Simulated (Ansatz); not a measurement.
A structure drawn as `F[Si](F)(I)I`, with this starting geometry:

Cartesian coordinates in Å:
```
F 1.0433 -0.0055 1.4267
Si 0.0798 -0.1499 0.0730
F -0.0278 -1.6900 -0.3465
I 1.0491 1.1037 -1.7098
I -2.1444 0.7417 0.5566
```

Total charge 0; spin multiplicity 1. I: def2 effective core potential.

Relax it with Ansatz at PBE-D4/def2-SVP and then PBE0-D4/def2-TZVP. Is the drawn bonding still there?

Yes, every drawn bond is still there and no new one forms.

Give the relaxed structure. (Best estimate.)

Computed: 
Z-matrix (Å, degrees):
```
Si
F 1 1.578
I 1 2.400 2 109.0
I 1 2.400 2 109.0 3 -124.5
F 1 1.578 2 106.9 3 117.7
```
All modes are real.

Atoms count as bonded under 1.1 times the sum of their covalent radii (H–H under 0.85 Å, pairs among N, O and F under 1.55 Å), and a drawn bond as lost past 1.3 times.
